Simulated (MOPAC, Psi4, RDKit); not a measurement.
Relaxed torsion scan: SMILES [c]1([GeH3])sc(cc1)OC (C5H8GeOS), singlet. Scanned: dihedral C1–O2–C3–S8; all other coordinates were relaxed at GFN2-xTB. Points at φ and −φ are mirror images. Heavy atoms are numbered in the order of the SMILES COc1cc[c]([GeH3])s1, hydrogens after them in the order of the atoms that carry them; the mirror image has the same energies with the sign of each dihedral reversed.

Levels: PBE/def2-SVP // GFN2-xTB (Psi4); PM7, restricted, heats of formation // GFN2-xTB (MOPAC); UFF // GFN2-xTB (RDKit); PBE-D3(BJ)/def2-SVP // GFN2-xTB (Psi4).

Energies relative to the lowest point of each profile, in eV:

```
φ / °  PBE/def2-SVP    PM7    UFF
-----  ------------  -----  -----
-160          0.022  0.017  0.113
-140          0.073  0.058  0.176
-120          0.110  0.093  0.246
-100          0.113  0.116  0.304
-80           0.100  0.127  0.295
-20           0.014  0.135  0.023
0             0.002  0.140  0.000
40            0.044  0.130  0.096
80            0.100  0.127  0.295
140           0.073  0.058  0.176
160           0.022  0.017  0.113
180           0.000  0.000  0.089
```

Question: Estimate the PBE-D3(BJ)/def2-SVP values at these points.

Answer: -160: 0.025; -140: 0.076; -120: 0.114; -100: 0.116; -80: 0.103; -20: 0.013; 0: 0.000; 40: 0.045; 80: 0.103; 140: 0.076; 160: 0.025; 180: 0.004 (eV).
